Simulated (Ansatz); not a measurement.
Basis-set extrapolation for C₂H₆BFO (`CB(F)CO`) (PBE0-D4/def2-TZVP geometry, frozen core, the Gaussian-basis code of Ansatz). Multiplicity 1, RHF reference.

```csv
,def2-TZVPP,def2-QZVPP
HF,-278.395518,-278.408478
MP2 correlation,-0.933033,-1.005631
CCSD(T) correlation,-1.000457,not run
```

Energies in hartree. Use E(X) = E(∞) + A·exp(−7.88·√X) for Hartree–Fock and E(X) = E(∞) + B·X^(−2.97) for correlation, with X = 3 and 4, and add CCSD(T) minus MP2 of the smaller set to the MP2 limit.

**Question.** What is the CCSD(T) energy at the basis-set limit?

**Answer.** HF limit: -278.408478 + (-0.012960) × 0.13774 = -278.41026. MP2 limit: -1.005631 + (-0.072598) × 0.74074 = -1.05941. Higher-order term: -1.000457 − (-0.933033) = -0.06742. Total: -279.53709 hartree, 370.5 kJ/mol below CCSD(T)/def2-TZVPP.
